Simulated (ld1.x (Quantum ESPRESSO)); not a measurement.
## Before and after: ultrasoft potential for Se

Se (Z = 34), ultrasoft, made with ld1.x (Quantum ESPRESSO) 7.5 (LDA (PZ), fully relativistic). Core [Ar] 3d10, reference 4s2 4p2.5 (charge +1.5). Waves: 4s (bound): rcut 1.45, rcutus 1.70 bohr; 4s channel at -1.65 Ry: rcut 1.45, rcutus 1.70 bohr; 4p (bound): rcut 1.05, rcutus 1.30 bohr; 4p channel at -1.15 Ry: rcut 1.05, rcutus 1.30 bohr; 4d channel at 0.35 Ry: rcut 1.20, rcutus 1.35 bohr. Local part: all-electron potential smoothed inside 1.40 bohr (lloc = -2). Core correction: none. Augmentation charge: PSQ, inside the norm-conserving radii.

Open shells are filled in proportion to 2j + 1 (rel_dist='average').

Change: all radii scaled by about 1.25 (s 2.12, p 1.62, d 1.68 bohr, rcut 1.80/1.30/1.50); local potential all-electron potential smoothed inside 1.74 bohr (lloc = -2).

Cutoffs: the cutoffs (Ry, on a coarse ladder) from which the occupation-weighted sum of valence levels, in a spherical-Bessel basis at the reference potential, stays within 10 and 1 mRy of its value at 400 Ry; they do not see the model core or the augmentation charge, which bear on the density cutoff. Errors are all-electron minus pseudo energies relative to the spin-unpolarised reference configuration.

Question: What does the change do?

Answer: The potential gets softer (35 Ry and 40 Ry → 10 Ry and 15 Ry); the bound ghost in p disappears; the number of tests with a reliable result goes from 7 to 3 (the test run of the changed file stopped, so its transferability is not established); of the 3 tests that both files solve, the error grows in 3 and shrinks in 0 by more than 15 % and 0.3 meV (median size 2.2 → 3.4 meV). A larger radius leaves more room for a smooth pseudo-wave, so fewer plane waves are needed. More of the atom is replaced by a form fitted at one configuration, so other configurations suffer.

| quantity | base | changed |
| --- | --- | --- |
| cutoff, loose | 35 Ry | 10 Ry |
| cutoff, tight | 40 Ry | 15 Ry |
| loose cutoff by channel (10 mRy a level) | s 6 Ry, p 35 Ry | s 8 Ry, p 8 Ry |
| bound ghosts | p3/2, p1/2 | none |
| tests with a reliable result | 7 of 7 | 3 of 7 (the test run stopped) |
| error for 4s2 4p4, meV [ΔE -20.03 eV] | +7.0 | +11 |
| error for 4s2 4p3, meV [ΔE -9.02 eV] | +1.3 | +2.1 |
| error for 4s2 4p2, meV [ΔE 11.55 eV] | +2.2 | +3.4 |
| lowest overlap eigenvalue by channel | s 0.40, p1/2 0.71, p3/2 0.72, d3/2 1.00, d5/2 1.00 | s 0.39, p1/2 0.64, p3/2 0.63, d3/2 1.00, d5/2 1.00 |

 A true bound ghost makes a file unfit for plane-wave use even where its test errors are small: the radial tests pick states by their node count and pass the ghost by.
